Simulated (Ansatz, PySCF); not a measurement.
C5H9N, SMILES C(=C(C)C)=CN. Atoms are numbered in the order given.

```xyz
15

C     -1.8776    -1.0862    -0.1972
C     -0.9443     0.0885     0.0052
C     -1.5804     1.3495     0.5512
C      0.3394     0.0219    -0.2828
C      1.6261     0.0026    -0.5657
N      2.6793    -0.2727     0.3265
H     -2.6862    -0.8194    -0.8996
H     -1.3456    -1.9622    -0.5935
H     -2.3589    -1.3672     0.7554
H     -0.8424     2.1544     0.6720
H     -2.0508     1.1528     1.5301
H     -2.3786     1.7023    -0.1245
H      1.9550     0.2825    -1.5755
H      2.3692    -0.7121     1.1880
H      3.4286    -0.8121    -0.0965
```
Charge 0, spin multiplicity 1.

Geometry optimised at ωB97X-D3(BJ)/def2-SVP. This is a generated structure with no PubChem entry under its InChIKey; it may be hypothetical. One conformer was computed; it need not be the lowest.

Two levels are set side by side: PBE-D3(BJ)/def2-SVP (Ansatz, a quantum-chemistry and plane-wave program) and ωB97X-D3(BJ)/def2-SVP (PySCF). Each level has its own optimised geometry; the coordinates shown are those of the second. Frequencies come from the Hessian of PySCF at each geometry. Differences are taken from unrounded values.

| quantity | ωB97X-D3(BJ) | PBE-D3(BJ) | PBE-D3(BJ) minus ωB97X-D3(BJ) |
|---|---|---|---|
| mean bond length (Å) | 1.201 | 1.208 | 0.007 |
| bond C1–C2 (Å) | 1.514 | 1.515 | 0.001 |
| bond C2–C3 (Å) | 1.514 | 1.516 | 0.002 |
| bond C2–C4 (Å) | 1.317 | 1.327 | 0.010 |
| bond C4–C5 (Å) | 1.318 | 1.328 | 0.010 |
| bond C5–N6 (Å) | 1.407 | 1.406 | -0.001 |
| bond C1–H7 (Å) | 1.104 | 1.112 | 0.009 |
| bond C1–H8 (Å) | 1.099 | 1.106 | 0.007 |
| bond C1–H9 (Å) | 1.104 | 1.112 | 0.008 |
| bond C3–H10 (Å) | 1.099 | 1.106 | 0.007 |
| bond C3–H11 (Å) | 1.104 | 1.112 | 0.009 |
| bond C3–H12 (Å) | 1.104 | 1.112 | 0.009 |
| bond C5–H13 (Å) | 1.098 | 1.107 | 0.009 |
| bond N6–H14 (Å) | 1.016 | 1.024 | 0.008 |
| bond N6–H15 (Å) | 1.016 | 1.024 | 0.008 |
| highest harmonic wavenumber (cm⁻¹) | 3686 | 3554 | -132 |
| mean harmonic wavenumber (cm⁻¹) | 1475 | 1416 | -59 |
| zero-point energy (kcal/mol) | 82.24 | 78.95 | -3.29 |

Exact exchange shortens and stiffens bonds; PBE has none. Differences between two approximate levels are no errors against the true value.
